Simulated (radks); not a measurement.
Values are calculated unless marked as measured or tabulated.
Question: C+, 5 electrons, occupied as [He] 2s2 2p1. Code: a radial shooting solver on a logarithmic mesh with Libxc functionals. Model: Dirac Kohn-Sham, LDA (Slater exchange, Perdew-Wang correlation), spin-unpolarised, spherical densities, finite nucleus; open shells fill j = l - 1/2 first; Fermi nuclear charge, rms radius 2.4702 fm. Some entries of the table are withheld. Estimate them.

orbital,occ.,eigenvalue (hartree),<1/r> (bohr^-1),<r> (bohr)
1s1/2,2,-10.50355,5.610,(1)
2s1/2,2,-0.94083,0.9839,(2)
2p1/2,1,(3),0.8812,(4)
2p3/2,0,(5),0.8805,(6)

Answer: 
(1) 1s1/2 <r> (bohr): 0.2725
(2) 2s1/2 <r> (bohr): 1.471
(3) 2p1/2 eigenvalue (hartree): -0.62935
(4) 2p1/2 <r> (bohr): 1.499
(5) 2p3/2 eigenvalue (hartree): -0.62892
(6) 2p3/2 <r> (bohr): 1.500
